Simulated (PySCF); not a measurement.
Z-matrix (Å, degrees):
```
C
O 1 1.4079
C 2 1.4052 1 115.76
H 3 1.0984 2 107.42 1 -172.74
H 3 1.1029 4 109.23 2 -121.17
H 3 1.1067 4 108.24 5 -118.07
O 1 1.4079 2 112.13 3 65.74
C 7 1.4052 1 115.76 2 65.74
H 8 1.0984 7 107.42 1 -172.74
H 8 1.1029 9 109.23 7 -121.17
H 8 1.1067 9 108.24 10 -118.07
Si 1 1.9325 2 115.65 3 -51.42
H 12 1.4926 1 111.39 2 78.12
H 12 1.4930 13 109.40 6 -175.79
H 12 1.4952 13 109.64 14 -119.36
Si 1 1.9325 2 102.59 3 -169.53
H 16 1.4926 1 111.39 2 -44.26
H 16 1.4930 17 109.40 11 -175.79
H 16 1.4952 17 109.64 18 -119.36
```
Charge 0, spin multiplicity 1.

Question: Give the HOMO–LUMO gap, dipole moment and total energy at the level PBE-D3(BJ)/def2-TZVP // PBE0-D4/def2-SVP run with PySCF.

Answer: 
```yaml
HOMO–LUMO gap: 5.53 eV
dipole_moment: 1.22 D
total_energy: -850.4213 Ha
```
